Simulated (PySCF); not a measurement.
# Sc₂S: from structure and modes to constants

Computed with UPBE0/[S def2-SVP, Sc def2-SVP], no relativity, density fitting, PySCF.

The triplet minimum has C2v symmetry. Masses (u): S 31.97207, Sc 44.95591.

```xyz
3
charge 0 multiplicity 3, angstrom
S     0.0000    0.0000   -1.3651
Sc    1.4462    0.0000    0.4856
Sc   -1.4462    0.0000    0.4856
```

Harmonic wavenumbers (cm⁻¹): 191.0 (b2, ×1), 216.4 (a1, ×1), 430.4 (a1, ×1).

Find the principal moments of inertia and the rotational constants. What kind of rotor is it?

About the centre of mass I = 80.786, 188.04, 268.83 u Å². With B = 16.8576/I this gives 0.2087, 0.08965, 0.06271 cm⁻¹. The molecule is an asymmetric top with κ = -0.63.

What is the harmonic zero-point energy?

Half the sum of all 3 wavenumbers, 838/2 = 419 cm⁻¹, which is 5.0 kJ/mol (1 cm⁻¹ = 0.0119627 kJ/mol).

Find the vibrational entropy and heat capacity at 298.15 K.

With u = 1.43878 ω/T, each mode gives S = R[u/(eᵘ−1) − ln(1−e⁻ᵘ)] and C = R u² eᵘ/(eᵘ−1)².
| ω (cm⁻¹) | u | S (J/(mol K)) | C (J/(mol K)) |
| --- | --- | --- | --- |
| 191.0 | 0.922 | 9.28 | 7.75 |
| 216.4 | 1.044 | 8.32 | 7.60 |
| 430.4 | 2.077 | 3.59 | 5.87 |
The sums over all modes are S = 21.2 and C = 21.2 J/(mol K); the softest mode gives 44 % of the entropy.

Give the standard entropy (298.15 K, 1 bar) by its translational, rotational, vibrational and spin parts, and Cp.

Sackur–Tetrode with M = 121.88 u gives 168.8; rotation with symmetry number 2 gives 106.0; vibration 21.2; spin R ln 3 = 9.1. The total is 305.1 J/(mol K), and Cp = 4 R + 21.2 = 54.5 J/(mol K).

This need not be the most stable arrangement of these atoms. With open d or f shells other occupations or spin states may lie lower.
